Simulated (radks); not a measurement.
Results of a calculation; reference values are marked as such.
The nuclear charge of the fluorine ion F+ is varied continuously with 8 electrons held in [He] 2s2 2p4. Code: a radial shooting solver on a logarithmic mesh with Libxc functionals. Model: Dirac Kohn-Sham, PBE, spin-unpolarised, spherical densities, finite nucleus; open shells are shared between the two j in proportion to 2j + 1; Fermi nuclear charge, rms radius 2.8976 fm. By the Hellmann-Feynman theorem dE/dZ = E(electron-nucleus)/Z, the electronic potential at the nucleus (averaged over a nucleus of fixed radius).

Z     E (hartree)  E(electron-nucleus)/Z (hartree)   HOMO  e(HOMO) (eV)  <r> HOMO (bohr)
8       -75.00182                         -22.2583  2p3/2        -9.018            1.266
8.25    -80.67729                         -23.1451  2p3/2       -13.131            1.179
8.5     -86.57428                         -24.0306  2p3/2       -17.721            1.104
8.75    -92.69251                         -24.9151  2p3/2       -22.774            1.040
9       -99.03179                         -25.7991  2p3/2       -28.282           0.9838
9.25   -105.59200                         -26.6826  2p3/2       -34.240           0.9338
9.5    -112.37304                         -27.5658  2p3/2       -40.644           0.8891
9.75   -119.37487                         -28.4488  2p3/2       -47.490           0.8487
10     -126.59743                         -29.3317  2p3/2       -54.775           0.8121

The central difference of E at Z = 9 is -25.799 hartree, to compare with the third column; the second derivative is -3.53 hartree.
